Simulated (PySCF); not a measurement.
Si(H)(Cl)3 anion (Cl3HSi), SMILES Cl[SiH](Cl)Cl (connectivity only; charge and spin as stated), charge -1, multiplicity 2.

Geometry: r2SCAN-D4/def2-SVPD. The multiplicity is an assumed one; other spin states were not compared. The isomer is the one that the SMILES or the coordinates give; other isomers of the formula were not compared.

Two levels are set side by side: PBE/def2-TZVPD (PySCF) and PBE0/def2-TZVPD (PySCF). Same geometry, gas phase. Differences are taken from unrounded values.

```tsv
quantity	PBE0
α-spin orbital gap (eV)	4.50
β-spin orbital gap (eV)	5.82
mean polarisability (bohr³)	95.6
```

Q: What does PBE give, and how far is it from PBE0? (Estimate from the structure and the level; the computed values follow.)

A: 
```
quantity                       PBE  PBE minus PBE0
---------------------------  -----  --------------
α-spin orbital gap (eV)       2.91           -1.58
β-spin orbital gap (eV)       3.65           -2.16
mean polarisability (bohr³)  103.5             7.9
```

PBE's more diffuse valence density responds more strongly to a field. Differences between two approximate levels are no errors against the true value.

Rough cost on one machine, each run with all the roots and properties that it gave: PBE0 against PBE within a factor of 2.
